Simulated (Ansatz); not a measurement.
Gas-phase reaction in SMILES: NB(N)O -> [NH-]B(N)O + H+
Geometries: B3LYP-D3(BJ)/def2-TZVP minima from Ansatz (a quantum-chemistry and plane-wave program), one conformer each, not searched for the lowest.

Property: gas-phase deprotonation energy (electronic energy difference), in kcal/mol. Correlated levels leave the core frozen unless marked. No spin-orbit coupling. Non-relativistic. Anions need diffuse functions: aug- sets have them; def2-D sets add few; the other sets have none. CBS marks a two-point X^-3 extrapolation of the correlation energy; Hartree-Fock from the larger set.

```tsv
level	program	gas-phase deprotonation energy (kcal/mol)
PBE-D3(BJ)/def2-TZVPD	Ansatz + dftd3	387.5
revPBE-D4/def2-TZVPD	Ansatz + dftd4	388.3
BHLYP-D3(BJ)/def2-TZVPD	Ansatz + dftd3	(withheld)
r2SCAN0/def2-TZVPD	Ansatz	393.8
CAM-B3LYP/def2-TZVPD	Ansatz	(withheld)
wB97M-V/def2-TZVPD	Ansatz	388.3
SCS-MP2/6-31G	Ansatz	410.0
SCS-MP2/aug-cc-pVTZ	Ansatz	389.8
CCSD(T)/CBS(aug-cc-pVTZ,aug-cc-pVQZ)	Ansatz	(withheld)
```

### Question
What belongs in the gaps?

### Answer

- BHLYP-D3(BJ)/def2-TZVPD, gas-phase deprotonation energy (kcal/mol): 396.3
- CAM-B3LYP/def2-TZVPD, gas-phase deprotonation energy (kcal/mol): 390.8
- CCSD(T)/CBS(aug-cc-pVTZ,aug-cc-pVQZ), gas-phase deprotonation energy (kcal/mol): 390.3
